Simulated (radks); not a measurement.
Problem. The mean radii <r> (bohr) of the occupied orbitals of an atom or ion are listed with their occupations. Calculated with a radial shooting solver on a logarithmic mesh with Libxc functionals: scalar-relativistic Kohn-Sham, PBE, spin-polarised, spherical densities, finite nucleus; Fermi nuclear charge, rms radius of each element as measured or else 0.836 A^(1/3) + 0.57 fm.

orbital  occ.      <r>
1s up       1  0.05619
1s down     1  0.05619
2s up       1   0.2557
2s down     1   0.2553
2p up       3   0.2252
2p down     3   0.2248
3s up       1   0.7678
3s down     1   0.7703
3p up       3   0.8055
3p down     3   0.8094
3d up       5   0.9605
3d down     1   0.9851
4s up       1    2.414
4p up       1    2.956

Name the element and its charge. Open shells, if any, are filled with parallel spins first.

Solution. Z = 27, cobalt, charge +1: Co+ in [Ar] 3d6 4s1 4p1. The 1s radius gives Z: for a bare nucleus <r> = (2 gamma + 1)/(2Z) with gamma = sqrt(1 - (Z/c)^2), 0.05483 bohr for Z = 27, and screening makes it slightly larger (0.05619 here). The occupations add up to 26, and the charge is Z minus that.
